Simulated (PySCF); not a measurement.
## Si+ (silicon, charge +1) across methods

[Ne] 3s2 3p1, 2P determinant. Computed with PySCF 2.14 in aug-cc-pV(Q+d)Z (7s6p5d3f2g, 89 functions), with no relativity, point nucleus. The B2PLYP total includes its PT2 part (frozen core); its orbital energies are those of the SCF part.

```
method  E (hartree)  mean ε 3s α (eV)  mean ε 3s β (eV)  mean ε 3p α (eV)  Σ⟨r²⟩ (bohr²)   ⟨S²⟩
   PBE    -288.9285           -19.271           -18.383           -12.202          19.75  0.755
  MN15    -288.9625           -20.922           -19.911           -13.520          19.88  0.753
B2PLYP    -288.9672           -21.893           -20.367           -14.290          19.86  0.758
   M06    -289.0689           -20.602           -19.446           -12.930          19.52  0.752
r2SCAN    -289.0429           -19.527           -18.512           -12.577          19.76  0.761
   LDA    -287.9124           -19.372           -18.524           -12.079          19.75  0.752
  PBE0    -288.9546           -20.666           -19.479           -13.344          19.74  0.756
   UHF   -288.57782           -24.076           -21.670           -16.220          20.07  0.766
```

Question: Estimate the same row for BLYP.

Answer: E (hartree) = -289.0924; mean ε 3s α (eV) = -19.096; mean ε 3s β (eV) = -18.323; mean ε 3p α (eV) = -11.972; Σ⟨r²⟩ (bohr²) = 19.76; ⟨S²⟩ = 0.754.
